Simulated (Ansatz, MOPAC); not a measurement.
System: C$_{4}$H$_{10}$B, charge 0, multiplicity 2. SMILES: [CH2]B(C)CC

Atoms: C1, B2, C3, C4, C5, H6, H7, H8, H9, H10, H11, H12, H13, H14, H15. Bonds: C1-B2, C1-H6, C1-H7, B2-C3, B2-C4, C3-H8, C3-H9, C3-H10, C4-C5, C4-H11, C4-H12, C5-H13, C5-H14, C5-H15.

Bond lengths (Å) and angles (degrees) optimised at PM7 with MOPAC; HF/STO-3G with Ansatz (a program for electronic structure); HF/3-21G with Ansatz; HF/6-31G* with Ansatz, each started from the B3LYP-D3(BJ)/def2-TZVP structure (Ansatz) of the last column. A row stands for all coordinates that are equal there; 13 of 30 kinds are shown. 6-31G* holds six Cartesian d functions. At PM7 the structure is a saddle point. No wavenumbers were computed at HF/STO-3G, so these may be saddle points.

```
coordinate             PM7  HF/STO-3G  HF/3-21G  HF/6-31G*  B3LYP-D3(BJ)/def2-TZVP
----------  --------------  ---------  --------  ---------  ----------------------
C1-B2                1.548      1.540     1.551      1.553                   1.539
C1-H6                1.068      1.084     1.080      1.080                   1.087
C1-H7                1.068      1.084     1.079      1.079                   1.086
B2-C3                1.588      1.582     1.589      1.590                   1.572
B2-C4                1.595      1.590     1.595      1.596                   1.579
C3-H8                1.096      1.086     1.091      1.090                   1.097
C3-H9                1.096      1.086     1.091      1.090                   1.096
C3-H10               1.091      1.083     1.086      1.086                   1.091
C1-B2-C3             120.0      120.4     120.5      120.3                   120.5
C1-B2-C4             118.1      117.8     118.0      117.8                   118.0
C3-B2-C4             121.9      121.8     121.6      122.0                   121.6
B2-C4-C5             115.1      117.2     117.0      118.2                   118.3
B2-C1-H6    121.8 to 122.3      122.9     122.8      123.1                   123.1
```

A range marks coordinates that this level makes unequal.

Mean signed difference of all 14 bond lengths from B3LYP-D3(BJ)/def2-TZVP: PM7 0.002 Å, HF/STO-3G -0.003 Å, HF/3-21G 0.000 Å, HF/6-31G* -0.001 Å.
